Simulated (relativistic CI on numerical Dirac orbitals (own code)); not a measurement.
**Electric-dipole transitions in Bi⁴⁹⁺**

Computed by Dirac-Coulomb-Breit CI, separate exchange-only KLI orbitals for each configuration, QED by a radiative potential, unscaled Slater integrals (own radial code, finite nucleus).

Configuration list (outside the closed core [Ar] 3d10): 4s²4p⁴, 4s4p⁵, 4s²4p³4d, 4p⁶, 4s²4p³4f, 4s4p⁴4d, 4s4p⁴4f, 4p⁵4d, 4s²4p²4d4f, 4s4p³4d², 4p⁵4f, 4s4p³4f², 4p⁴4d4f, 4s²4p³5s, 4p⁵5s, 4s²4p³5p, 4s²4p²4f5s, 4s4p³4d5s, 4s4p⁴5s, 4s²4p³5d, 4s²4p³5f, 4s4p⁴5p, 4s²4p³5g, 4s4p⁴5d, 4p⁴4f5s, 4s4p⁴5f, 4s²4p³6s, 4s²4p²4d², 4s²4p4d³, 4s²4p4d²4f, 4s4p²4d³, 4s4p²4d²4f, 4s²4p4d²5s, 4s²4p²4f², 4s²4p4d4f², 4s²4p4f³, 4s4p²4d4f², 4s4p²4f³, 4s²4p4f²5s, 4s²4p²5s², 4s²4p4d5s², 4s²4p4f5s², 4s4p²4d5s², 4s4p²4f5s². Double excitations out of closed p, d and f shells are left out; levels of such configurations are missing from the list, as are those of other unlisted configurations, and high levels can miss mixing partners. These lack a partner that the ground configuration has and come out too high: 4s²4p³5p, 4s4p⁴5s, 4s²4p³5d, 4s²4p³5f, 4s4p⁴5p.

| λ vac (nm) | Lower | Upper | A (s⁻¹) | E lower (Ry) | E upper (Ry) |
| --- | --- | --- | --- | --- | --- |
| 3.1840 | 4s²4p³4d ³G°4 [20] | 4s²4p²4d² ³G4 [276] | 2.28e+12 | 26.5900 | 55.2098 |
| 3.2012 | 4s²4p³4d ³F°3 [8] | 4s²4p²4d² ³F3 [93] | 3.97e+12 | 13.9783 | 42.4444 |
| 3.2026 | 4s²4p³4d ³F°3 [8] | 4s²4p²4d² ³D2 [91] | 3.32e+12 | 13.9783 | 42.4322 |
| 3.2051 | 4s²4p³4d ³D°3 [11] | 4s²4p²4d² ³P2 [142] | 2.89e+12 | 17.7383 | 46.1704 |
| 3.2093 | 4s²4p³4d ³D°2 [5] | 4s²4p²4d² ³F2 [88] | 2.05e+12 | 13.6243 | 42.0190 |
| 3.2108 | 4s²4p³4d ³F°4 [9] | 4s²4p²4d² ³D3 [119] | 3.96e+12 | 16.4680 | 44.8490 |
| 3.2410 | 4s²4p³4d ³F°4 [9] | 4s²4p²4d² ³F4 [116] | 4.01e+12 | 16.4680 | 44.5849 |
| 3.2413 | 4s²4p⁴ ³P2 [1] | 4s²4p³4d ³S°1 [25] | 4.29e+12 | 0.0000 | 28.1142 |
| 3.2518 | 4s²4p³4d ³D°2 [10] | 4s²4p²4d² ¹F3 [118] | 3.18e+12 | 16.7414 | 44.7649 |
| 3.2542 | 4s²4p³4d ³D°2 [10] | 4s²4p²4d² ³D2 [117] | 2.59e+12 | 16.7414 | 44.7442 |
| 3.2543 | 4s²4p⁴ ³P2 [1] | 4s²4p³4d ³P°2 [24] | 3.85e+12 | 0.0000 | 28.0019 |
| 3.2571 | 4s²4p³4d ³F°4 [9] | 4s²4p²4d² ³G5 [112] | 2.99e+12 | 16.4680 | 44.4455 |
| 3.2579 | 4s²4p⁴ ¹S0 [2] | 4s²4p³4d ³D°1 [29] | 3.76e+12 | 0.7871 | 28.7578 |
| 3.2670 | 4s²4p⁴ ³P2 [1] | 4s²4p³4d ³D°3 [23] | 3.36e+12 | 0.0000 | 27.8932 |
| 3.2824 | 4s²4p³4d ³G°5 [32] | 4s²4p²4d² ³H6 [311] | 2.34e+12 | 29.2779 | 57.0402 |
| 3.3103 | 4s²4p⁴ ¹D2 [4] | 4s²4p³4d ¹F°3 [82] | 2.73e+12 | 13.0570 | 40.5856 |
| 3.3359 | 4s²4p³4d ³D°3 [23] | 4s²4p²4d² ³G4 [276] | 2.89e+12 | 27.8932 | 55.2098 |
| 3.3391 | 4s²4p³4d ³D°3 [11] | 4s²4p²4d² ³F4 [123] | 1.92e+12 | 17.7383 | 45.0287 |
| 3.3989 | 4s²4p³4d ³D°2 [5] | 4s²4p²4d² ³G3 [80] | 1.23e+12 | 13.6243 | 40.4354 |
| 3.8486 | 4s²4p³4d ³D°2 [5] | 4s4p⁴4d ³G3 [65] | 9.30e+11 | 13.6243 | 37.3020 |
| 3.9097 | 4s²4p²4d² ³F2 [22] | 4s4p³4d² ³G°3 [207] | 2.27e+12 | 27.7076 | 51.0153 |
| 3.9872 | 4s²4p⁴ ¹D2 [4] | 4s4p⁵ ³P°1 [59] | 2.21e+12 | 13.0570 | 35.9119 |
| 4.1393 | 4s²4p⁴ ³P2 [1] | 4s4p⁵ ³P°2 [13] | 7.96e+11 | 0.0000 | 22.0148 |
| 4.5591 | 4s²4p³4d ³G°4 [20] | 4s²4p³4f ³H5 [147] | 1.66e+12 | 26.5900 | 46.5780 |
| 4.9056 | 4s²4p⁴ ³P1 [3] | 4s²4p³4d ³P°2 [42] | 8.76e+11 | 12.6662 | 31.2423 |
| 4.9811 | 4s4p⁵ ³P°2 [13] | 4s4p⁴4d ³D3 [79] | 9.41e+11 | 22.0148 | 40.3092 |
| 5.0110 | 4s²4p⁴ ¹D2 [4] | 4s²4p³4d ³P°2 [42] | 7.03e+11 | 13.0570 | 31.2423 |
| 5.0578 | 4s²4p⁴ ¹D2 [4] | 4s²4p³4d ¹F°3 [40] | 1.07e+12 | 13.0570 | 31.0741 |
| 5.1373 | 4s²4p⁴ ³P2 [1] | 4s²4p³4d ³D°3 [11] | 8.11e+11 | 0.0000 | 17.7383 |
| 5.2715 | 4s²4p³4d ³D°3 [11] | 4s²4p³4f ³F4 [54] | 6.69e+11 | 17.7383 | 35.0251 |

Terms are leading LS components. Brackets give the number of a level in order of energy, since labels repeat. The list gives strong lines, with weight on those to low levels, without lines whose two gauges differ by over a factor of 2.5, among the lowest 400 of 11239 levels, so that lines to higher ones, which can be the strongest, are missing. Levels whose partners in the same complex of configurations lie outside the list can be far off, and so can their lines. Rates are taken at the computed energies, electric ones in the length gauge.

At this charge energies of transitions that change n are usually good to better than 1 %, and those within a shell (Δn = 0) to a few per cent.

LS names give the leading component of a level, which can be under half, so a name can repeat, a term be missing and a line seem to break the LS rules.
